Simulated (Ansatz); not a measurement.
Basis-set extrapolation for H8N2OSSi2 (`N[SiH2]S[SiH](N)O`) (PBE0-D4/def2-TZVP geometry, frozen core, Ansatz 0.2.0). Multiplicity 1, RHF reference.

|  | def2-TZVPP | def2-QZVPP |
| --- | --- | --- |
| HF | -1164.124795 | -1164.163865 |
| MP2 correlation | -1.095382 | -1.182238 |
| CCSD(T) correlation | -1.194337 | not run |

Energies in hartree. Use E(X) = E(∞) + A·exp(−7.88·√X) for Hartree–Fock and E(X) = E(∞) + B·X^(−2.97) for correlation, with X = 3 and 4, and add CCSD(T) minus MP2 of the smaller set to the MP2 limit.

What is the CCSD(T) energy at the basis-set limit?

HF limit: -1164.163865 + (-0.039070) × 0.13774 = -1164.16925. MP2 limit: -1.182238 + (-0.086856) × 0.74074 = -1.24658. Higher-order term: -1.194337 − (-1.095382) = -0.09895. Total: -1165.51478 hartree, 513.7 kJ/mol below CCSD(T)/def2-TZVPP.
